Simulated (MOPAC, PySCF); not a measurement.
Positional isomers: butadiene fluoro. Isolated molecules, 0 K electronic values unless said otherwise. One relaxed conformer stands for each flexible species; it need not be the lowest. Strings in code marks are SMILES.

Quantity: electronic energy of isomers of C4H5F relative to `C=CC(=C)F` (C–C–C–F torsion 0°), in eV. Semi-empirical values (MOPAC) are differences of heats of formation.

Level 1: B3LYP/3-21G // TPSSh-D3(BJ)/def2-TZVP (PySCF)
Level 2: B3LYP/6-311+G** // TPSSh-D3(BJ)/def2-TZVP (PySCF)
Level 3: BP86/6-31G* // TPSSh-D3(BJ)/def2-TZVP (PySCF)
Level 4: PM6 // TPSSh-D3(BJ)/def2-TZVP (MOPAC)

| species | level 2 | level 3 | level 4 |
|---|---|---|---|
| `C=C/C=C/F` (C–C–C–C torsion 180°) | 0.097 | 0.115 | 0.038 |
| `C=C/C=C\F` (C–C–C–C torsion 180°) | 0.080 | 0.094 | 0.057 |

Task: What does level 1 give for each?

Result: 
- `C=C/C=C/F` (C–C–C–C torsion 180°): 0.220
- `C=C/C=C\F` (C–C–C–C torsion 180°): 0.155
